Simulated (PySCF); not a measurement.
# Computed records: CH₅NSi₂, CH₂FOSi, C₂H₆BF, CH₄BFSi and others

Computed with PySCF 2.14.0. Calculation on a computer-drawn molecule: the log of a Hartree-Fock and frozen-core CCSD(T) single point meant for a local Hartree-Fock minimum, with one planted fault or none, to be diagnosed. Offsets are logged minus clean, where the clean run is the same molecule without the fault. The reference is restricted for singlets and unrestricted otherwise, and also for a bond in bohr or an excited solution. Adding or removing an electron swaps singlet and doublet. The excited solution moves the top pair (singlet) or top alpha electron (doublet) to the lowest empty orbital. Highest occupied and lowest empty are orbital energies over both spins, largest force is the largest gradient component, triples share is (T) over the correlation energy, the T1 limit is 0.02 restricted and 0.045 unrestricted, electrons count all cores, a negative frequency is imaginary (commonest isotopes), and the dipole is about the centre of nuclear charge.

Common to all runs: meant multiplicity 1; logged SCF converged yes; logged CC converged yes; logged SCF stable within its kind yes; possible faults no fault, one electron removed, one electron added, multiplicity raised by two, geometry at a saddle point, SCF held on an excited solution, minimal basis STO-3G, one bond length entered in bohr, all coordinates scaled.

(1) CH₅NSi₂

Logged structure:
```xyz
9
CH5NSi2
C     -1.4223    -0.0969     2.1889
Si    -1.0095    -0.7261     0.6608
N     -0.9499    -2.3963     0.3364
Si    -0.4875     0.6791    -1.1799
H     -1.4268     0.9785     2.3262
H     -1.6849    -0.6779     3.0675
H     -1.1644    -3.1054     1.0096
H     -0.7606    -2.7708    -0.5710
H     -0.6655     1.9059    -0.3176
```

- meant charge: 0
- meant basis: cc-pV(D+d)Z
- logged electrons: 46
- logged basis functions: 99
- logged spin squared: 2.1218
- logged highest occupied: -7.1238 eV
- logged lowest empty: -0.18744 eV
- logged largest force: 0.041678 hartree/bohr
- logged T1 diagnostic: 0.028001
- logged D1 diagnostic: 0.1113
- logged triples share: 0.033658
- logged dipole magnitude: 2.6456 debye
- logged energy HF: -673.00254 hartree
- logged energy CCSD(T): -673.5342 hartree
- planted fault: multiplicity raised by two
- HF energy offset from clean run: 8.581 kcal/mol
- CCSD(T) energy offset from clean run: 24.62 kcal/mol

Drawn bonds:
| atom | other atom | order |
| --- | --- | --- |
| 1 | 2 | 2 |
| 2 | 3 | 1 |
| 2 | 4 | 1 |
| 1 | 5 | 1 |
| 1 | 6 | 1 |
| 3 | 7 | 1 |
| 3 | 8 | 1 |
| 4 | 9 | 1 |

(2) CH₂FOSi

Logged structure:
```xyz
6
CH2FOSi
C      1.6660    -0.2648    -0.8956
Si    -0.0391    -0.6823    -0.7962
O     -1.3503    -0.2135    -1.5059
F     -0.2778    -1.8737     0.3453
H      2.0379     0.5085    -1.5964
H      2.4231    -0.7637    -0.2589
```

- meant charge: -1
- meant basis: aug-cc-pV(D+d)Z
- logged electrons: 40
- logged basis functions: 119
- logged spin squared: 0
- logged highest occupied: -3.1685 eV
- logged lowest empty: 4.0349 eV
- logged largest force: 0.02995 hartree/bohr
- logged T1 diagnostic: 0.017576
- logged D1 diagnostic: 0.049558
- logged triples share: 0.034273
- logged dipole magnitude: 2.366 debye
- logged energy HF: -502.37789 hartree
- logged energy CCSD(T): -503.08138 hartree
- planted fault: all coordinates scaled, by +2.3 %
- HF energy offset from clean run: 2.427 kcal/mol
- CCSD(T) energy offset from clean run: -1.705 kcal/mol

Drawn bonds:
| atom | other atom | order |
| --- | --- | --- |
| 1 | 2 | 2 |
| 2 | 3 | 1 |
| 2 | 4 | 1 |
| 1 | 5 | 1 |
| 1 | 6 | 1 |

(3) C₂H₆BF

Logged structure:
```xyz
10
C2H6BF
C     -1.4200     1.5702     0.5149
B     -1.7493     1.2334    -0.9866
C     -1.0617     0.0959    -1.8291
F     -2.6896     1.9722    -1.5971
H     -2.2481     2.0639     1.0277
H     -0.5695     2.2653     0.5249
H     -1.1102     0.6906     1.0844
H     -0.0440    -0.1216    -1.4968
H     -1.6438    -0.8248    -1.6873
H     -1.0579     0.3117    -2.8997
```

* meant charge: 0
* meant basis: cc-pVDZ
* logged electrons: 33
* logged basis functions: 86
* logged spin squared: 0.7621
* logged highest occupied: 2.221 eV
* logged lowest empty: 9.7766 eV
* logged largest force: 0.057141 hartree/bohr
* logged T1 diagnostic: 0.010496
* logged D1 diagnostic: 0.040746
* logged triples share: 0.023179
* logged dipole magnitude: 0.60751 debye
* logged energy HF: -203.32382 hartree
* logged energy CCSD(T): -203.95672 hartree
* planted fault: one electron added
* HF energy offset from clean run: 74.4 kcal/mol
* CCSD(T) energy offset from clean run: 64.07 kcal/mol

Drawn bonds:
| atom | other atom | order |
| --- | --- | --- |
| 1 | 2 | 1 |
| 2 | 3 | 1 |
| 2 | 4 | 1 |
| 1 | 5 | 1 |
| 1 | 6 | 1 |
| 1 | 7 | 1 |
| 3 | 8 | 1 |
| 3 | 9 | 1 |
| 3 | 10 | 1 |

Notes: highest electron not bound in this basis.

(4) CH₄BFSi

Logged structure:
```xyz
8
CH4BFSi
C     -0.4747    -1.7922    -0.9190
B     -0.6571    -1.3082     0.5694
F      0.3746    -1.5361     1.4058
Si    -2.3534    -0.4302     1.3468
H     -1.9450    -1.1419    -2.2140
H      0.5006    -1.4803    -1.3067
H     -0.4833    -2.8899    -0.9285
H     -1.8597     0.9597     0.9845
```

* meant charge: 0
* meant basis: cc-pV(D+d)Z
* logged electrons: 38
* logged basis functions: 85
* logged spin squared: 1.1128
* logged highest occupied: -9.1218 eV
* logged lowest empty: 0.73934 eV
* logged largest force: 0.018346 hartree/bohr
* logged T1 diagnostic: 0.083063
* logged D1 diagnostic: 0.29677
* logged triples share: 0.033039
* logged dipole magnitude: 0.85101 debye
* logged energy HF: -453.12601 hartree
* logged energy CCSD(T): -453.6718 hartree
* planted fault: one bond length entered in bohr, row 4 of the drawn bonds
* HF energy offset from clean run: 78.45 kcal/mol
* CCSD(T) energy offset from clean run: 82.1 kcal/mol

Drawn bonds:
| atom | other atom | order |
| --- | --- | --- |
| 1 | 2 | 1 |
| 2 | 3 | 1 |
| 2 | 4 | 1 |
| 1 | 5 | 1 |
| 1 | 6 | 1 |
| 1 | 7 | 1 |
| 4 | 8 | 1 |

Notes: T1 above single-reference limit.

(5) CH₇BN₂

Logged structure:
```xyz
11
CH7BN2
C     -0.5234    -1.7942    -1.4113
B     -0.9481    -1.9555     0.2270
N      0.0979    -1.7414     1.2975
N     -2.3731    -2.2880     0.6063
H      0.5801    -2.1119    -1.6164
H     -0.6240    -0.6776    -1.7414
H     -1.2087    -2.4225    -2.1153
H      1.1069    -1.5002     1.0688
H     -0.1030    -1.7821     2.3413
H     -3.1357    -2.4382    -0.1179
H     -2.7188    -2.3642     1.6094
```

- meant charge: 0
- meant basis: cc-pVDZ
- logged electrons: 32
- logged basis functions: 91
- logged spin squared: 0
- logged highest occupied: -9.9225 eV
- logged lowest empty: 4.5653 eV
- logged largest force: 0.053331 hartree/bohr
- logged T1 diagnostic: 0.012745
- logged D1 diagnostic: 0.053085
- logged triples share: 0.028046
- logged dipole magnitude: 1.0906 debye
- logged energy HF: -175.59677 hartree
- logged energy CCSD(T): -176.24582 hartree
- planted fault: all coordinates scaled, by +6.6 %
- HF energy offset from clean run: 25.89 kcal/mol
- CCSD(T) energy offset from clean run: 16.05 kcal/mol

Drawn bonds:
| atom | other atom | order |
| --- | --- | --- |
| 1 | 2 | 1 |
| 2 | 3 | 1 |
| 2 | 4 | 1 |
| 1 | 5 | 1 |
| 1 | 6 | 1 |
| 1 | 7 | 1 |
| 3 | 8 | 1 |
| 3 | 9 | 1 |
| 4 | 10 | 1 |
| 4 | 11 | 1 |

(6) CH₇BNSi

Logged structure:
```xyz
11
CH7BNSi
C      0.3800     1.1905     0.5003
B      0.1090     0.1957    -0.7550
N     -0.6179     0.4753    -1.9453
Si     0.9345    -1.8051    -0.6525
H      1.4912     1.3551     0.6601
H     -0.1022     2.2022     0.3475
H     -0.0238     0.7546     1.4668
H     -1.0561     1.4068    -2.0976
H     -0.7801    -0.1734    -2.7369
H      0.7593    -2.8695    -1.7303
H      1.7658    -2.3216     0.5138
```

- meant charge: 1
- meant basis: cc-pV(D+d)Z
- logged electrons: 38
- logged basis functions: 100
- logged spin squared: 0
- logged highest occupied: -16.322 eV
- logged lowest empty: -5.6807 eV
- logged largest force: 0.028338 hartree/bohr
- logged T1 diagnostic: 0.01707
- logged D1 diagnostic: 0.069686
- logged triples share: 0.030081
- logged dipole magnitude: 3.3578 debye
- logged energy HF: -409.77665 hartree
- logged energy CCSD(T): -410.32988 hartree
- planted fault: all coordinates scaled, by +3.6 %
- HF energy offset from clean run: 7.611 kcal/mol
- CCSD(T) energy offset from clean run: 3.293 kcal/mol

Drawn bonds:
| atom | other atom | order |
| --- | --- | --- |
| 1 | 2 | 1 |
| 2 | 3 | 1 |
| 2 | 4 | 1 |
| 1 | 5 | 1 |
| 1 | 6 | 1 |
| 1 | 7 | 1 |
| 3 | 8 | 1 |
| 3 | 9 | 1 |
| 4 | 10 | 1 |
| 4 | 11 | 1 |
